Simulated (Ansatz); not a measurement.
Ideal-gas functions of `F[Si](F)([SiH3])Cl` at 298.15 K and 1 bar, from an Ansatz frequency run at PBE0-D4/def2-TZVP.

Molar mass 132.65 g/mol, point group Cs (symmetry number 1), electronic degeneracy 1, moments of inertia 183.657, 289.148, 344.458 u Å². Harmonic wavenumbers (cm⁻¹, unscaled): 90, 111, 143, 229, 268, 291, 442, 511, 520, 609, 851, 902, 927, 933, 955, 2234, 2250, 2251.

Use S(trans) = R[1.5 ln M + 2.5 ln T − 1.1517]; rotational temperatures θ = 24.2544 K / I; S(rot) = R[ln(√π/σ · √(T³/θAθBθC)) + 1.5]; for each mode x = 1.438777 ν̃/T, S = R[x/(eˣ − 1) − ln(1 − e⁻ˣ)] and H = RT x/(eˣ − 1); 1 cm⁻¹ = 0.0119627 kJ/mol; R = 8.31446 J/(mol·K).

Task: By hand: the entropy, in J/(mol·K).

Result: Translation 169.8. Rotation: θ = 0.1321, 0.0839, 0.0704 K, giving 118.0. Vibration, mode by mode: 15.31, 13.60, 11.56, 7.89, 6.73, 6.14, 3.43, 2.64, 2.55, 1.82, 0.71, 0.58, 0.52, 0.51, 0.47, 0.00, 0.00, 0.00, in all 74.5. Electronic 0.0. Sum 362.3 J/(mol·K).

Task: By hand: H − E and G − E in kJ/mol, counted from the electronic energy.

Result: Zero-point energy ½ × 14517 × 0.0119627 = 86.8; thermal vibration 12.2; translation, rotation and pV give 4 RT = 9.9. H − E = 108.9 kJ/mol, and G − E = 108.9 − 298.15 × 362.3/1000 = 0.9 kJ/mol.

Vibration gives 21 % of the entropy, 40.5 J/(mol·K) of it from the modes under 150 cm⁻¹: soft modes count most, and the harmonic formula is weakest for them.
